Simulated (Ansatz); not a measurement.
Born–Oppenheimer molecular dynamics of ClF3Hf (5 atoms, charge 0, multiplicity 1). It starts from a relaxed structure.

These are results of RKS B3LYP/def2-SVP in Ansatz, not measurements.

```
ensemble        : NVT, Langevin thermostat
time step       : 2 fs
steps asked     : 250
set temperature : 300 K
friction        : 0.01 /fs
seed            : 296463
```

First frame:

```xyz
5
Properties=species:S:1:pos:R:3
Hf 0.027 0.000 -0.009
F 0.008 0.000 1.898
Cl 2.252 0.000 -0.795
F -0.888 1.551 -0.636
F -0.888 -1.551 -0.636
```

Q: How far do the bonds stretch over the last three quarters of this one trajectory? (Pairs bonded in most of those frames.)

A: 
| bond | mean (Å) | spread (Å) | shortest | longest |
| --- | --- | --- | --- | --- |
| Hf1–F2 | 1.909 | 0.021 | 1.86 | 1.96 |
| Hf1–Cl3 | 2.364 | 0.032 | 2.29 | 2.42 |
| Hf1–F4 | 1.908 | 0.027 | 1.84 | 1.97 |
| Hf1–F5 | 1.906 | 0.027 | 1.85 | 1.96 |

Mean temperature of the second half: 293 K. A run of 0.5 ps of so small a system gives no equilibrium averages.

The run took 7.1 min on 2 threads of Intel(R) Xeon(R) 6975P-C (Granite Rapids) (shared host), peak memory 0.22 GiB.
